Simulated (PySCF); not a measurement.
Stepwise substitution at one centre (Ga F-SH). Gas-phase values, no solvent. One relaxed conformer stands for each flexible species; it need not be the lowest. Strings in code marks are SMILES.

The HOMO from two functionals at the same geometries (CAM-B3LYP-D3(BJ)/def2-TZVP), both in PySCF: PBE-D3(BJ)/def2-TZVP and CAM-B3LYP-D3(BJ)/def2-TZVP. 

```tsv
species	PBE-D3(BJ)/def2-TZVP (eV)
0 of 3 F replaced by SH (`[F][Ga]([F])[F]`)	-9.66
1 of 3 F replaced by SH (`[Ga]([F])([F])[SH]` (F–Ga–S–H torsion 0°))	-7.34
2 of 3 F replaced by SH	-6.72
3 of 3 F replaced by SH (`[SH][Ga]([SH])[SH]`)	-6.45
```

Q: What does CAM-B3LYP-D3(BJ)/def2-TZVP give for each?

A: 
- 0 of 3 F replaced by SH (`[F][Ga]([F])[F]`): -13.39
- 1 of 3 F replaced by SH (`[Ga]([F])([F])[SH]` (F–Ga–S–H torsion 0°)): -9.97
- 2 of 3 F replaced by SH: -9.25
- 3 of 3 F replaced by SH (`[SH][Ga]([SH])[SH]`): -8.96
Over these rows, drawn at random from the members with no instability flagged (it was tested for open shells, ions and some series alone), PBE minus CAM-B3LYP-D3(BJ): mean +2.85 eV, from +2.51 eV to +3.73 eV.
